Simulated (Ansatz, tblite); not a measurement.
Forces on the cluster Te₂Pb₃⁺ at its PBE0-D4/def2-SVP geometry. The state is a doublet with charge 1.

In the def2 sets Pb, Te take a core potential; there is no spin–orbit coupling. The xTB rows come from tblite. Another isomer (doublet) lies 0.04 eV lower at PBE-D4/def2-TZVP; other spin states weren't run for this one.

GFN1-xTB (tblite), largest force 1.15 eV/Å:

```xyz
5
positions Å, forces eV/Å
Pb   -1.451   -1.189    0.961    0.495    0.652   -0.311
Pb   -0.593    1.949    0.508    0.090   -0.860   -0.120
Pb    1.759   -0.638   -1.264   -0.310    0.140    0.231
Te   -1.042    0.017   -1.792    0.512    0.000    1.034
Te    1.327   -0.138    1.586   -0.788    0.069   -0.834
```

GFN2-xTB (tblite), largest force 0.86 eV/Å:

```
Pb 0.448 0.672 -0.279
Pb 0.049 -0.853 -0.084
Pb -0.408 0.175 0.298
Te 0.383 -0.021 0.645
Te -0.471 0.026 -0.580
```

PBE-D4/def2-TZVP (Ansatz), largest force 0.11 eV/Å:

```
Pb 0.033 -0.018 -0.020
Pb 0.030 0.002 -0.031
Pb -0.009 0.008 0.011
Te -0.090 0.013 -0.066
Te 0.036 -0.005 0.106
```
